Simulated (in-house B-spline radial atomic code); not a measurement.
Configurations of Pd6+, with energies counted from [Kr] 4d4. Method: non-relativistic AM05, spin-polarised, spherical fractional occupations, point nucleus. Calculated with a B-spline radial code for spherical atoms. Shells without spins written out take the highest spin.

Occupations are held fixed; configurations that lie above the ionisation limit could autoionise.

```
                                                  configuration  E - E(ref) (eV)  highest orbital  its <r> (bohr)
                         [Kr] 4d(2 up, 1 down) 5s(1 up, 0 down)           32.049            5s up           2.015
                                                   [Kr] 4d3 5p1           39.294            5p up           2.177
                                          [Ar] 3d10 4s2 4p5 4d5           45.642            4d up           1.143
                                                   [Kr] 4d3 4f1           49.843            4f up           1.666
                                      [Ar] 3d10 4s2 4p5 4d4 5p1           86.174            5p up           2.162
                                      [Ar] 3d10 4s2 4p5 4d4 5f1            117.3            5f up           3.438
[Ar] 3d(5 up, 4 down) 4s2 4p6 4d(1 up, 3 down) 5f(1 up, 0 down)            423.9            5f up           3.412
```

(1) Order these further configurations by energy, lowest first.
A. [Kr] 4d(2 up, 2 down)
B. [Ar] 3d9 4s2 4p6 4d4 5d1
C. [Ar] 3d10 4s2 4p(2 up, 3 down) 4d(1 up, 3 down) 5p(1 up, 0 down)
D. [Ar] 3d10 4s2 4p5 4d4 4f1
E. [Ar] 3d9 4s2 4p6 4d5

(2) How far above the reference does [Ar] 3d9 4s2 4p6 4d4 4f1 lie?

(3) How far above the reference does [Ar] 3d10 4s2 4p(2 up, 3 down) 4d(0 up, 4 down) 5d(0 up, 1 down) lie?

Answers

(1) A (3.9322 eV), C (91.589 eV), D (96.135 eV), E (345.77 eV), B (403.86 eV).

(2) 398.19 eV; its least bound orbital is 4f up with <r> = 1.582 bohr.

(3) 101.77 eV; its least bound orbital is 5d down with <r> = 2.585 bohr.
